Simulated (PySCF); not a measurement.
# Molecular orbitals of KS⁺

BHandHLYP at R = 3.386 Å; K 6-31G(d,p), S 6-31G(d,p); no relativity (PySCF 2.14). State: ³Σ⁻ (triplet), unpaired electrons π ↑↑. Only the outer orbitals are listed, counted within each symmetry.

```tsv
spin	orbital	occ.	ε (eV)	on K (%)	main shells (%)
α	7σ	1	-47.40	100	100 K s
α	3π	1	-28.48	100	100 K p
α	3π	1	-28.48	100	100 K p
α	8σ	1	-28.47	99	99 K p
α	9σ	1	-26.95	1	99 S s
α	4π	1	-15.00	1	100 S p
α	4π	1	-15.00	1	100 S p
α	10σ	1	-13.84	3	96 S p
α	11σ	0	-4.89	100	100 K s
α	5π	0	-3.12	100	100 K p
α	5π	0	-3.12	100	100 K p
β	7σ	1	-47.40	100	100 K s
β	3π	1	-28.48	100	100 K p
β	3π	1	-28.48	100	100 K p
β	8σ	1	-28.46	100	100 K p
β	9σ	1	-23.39	0	99 S s
β	10σ	1	-12.99	4	95 S p
β	4π	0	-7.54	5	96 S p
β	4π	0	-7.54	5	96 S p
β	11σ	0	-4.86	100	99 K s
```

Which are the highest filled and the lowest empty level, where do they sit, and how wide is the gap?

Highest filled β 10σ at -12.99 eV (in %: 95 S p); lowest empty β 4π at -7.54 eV (in %: 96 S p); the gap at BHandHLYP is 5.45 eV.

```json
{
  "bond order (Mayer)": "0.16",
  "⟨S²⟩": "2.004",
  "charge on K (Mulliken, basis-dependent)": "0.92",
  "charge on K (Löwdin, basis-dependent)": "0.74",
  "dipole moment (positive dipole points towards S; it is taken about the centre of mass and depends on that origin)": "-6.30 D"
}
```

The state was picked by a PBE0 search and need not be the measured ground state.
